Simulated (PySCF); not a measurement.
Electron correlation in Mo (molybdenum, neutral)

Starting occupation: [Kr] 4d4 5s2, 4d5/2 with m_j = -1/2, +1/2, +3/2, +5/2. Computed with PySCF 2.14 in x2c-TZVPall-2c with one added diffuse shell each of s, p, d type (9s10p8d1f, 86 functions), with X2C-1e with screened-nucleus spin-orbit coupling, Gaussian nucleus. Frozen: [Ar] 3d10; 14 electrons correlated; the 6 highest virtual spinors left out.

MP2 pair energies summed by pair of shells (mhartree):

```json
{"pair": "4d-4p", "energy": "-97.18", "share (%)": "31.1"}
{"pair": "4p-4p", "energy": "-78.33", "share (%)": "25.1"}
{"pair": "4d-5s", "energy": "-28.72", "share (%)": "9.2"}
{"pair": "4d-4d", "energy": "-28.07", "share (%)": "9.0"}
{"pair": "4p-4s", "energy": "-23.58", "share (%)": "7.6"}
{"pair": "4p-5s", "energy": "-22.65", "share (%)": "7.3"}
{"pair": "5s-5s", "energy": "-18.15", "share (%)": "5.8"}
{"pair": "4d-4s", "energy": "-9.58", "share (%)": "3.1"}
{"pair": "4s-4s", "energy": "-4.46", "share (%)": "1.4"}
{"pair": "4s-5s", "energy": "-1.33", "share (%)": "0.4"}
```

Total MP2 correlation energy: -312.05 mhartree.

The GHF reference relaxed away from the jj start to a determinant that is no pure jj level (⟨S²⟩ = 6.02, ⟨J²⟩ = 20.12); the energies belong to that determinant.

This basis was not built for core-valence correlation, so the inner-shell part is incomplete.
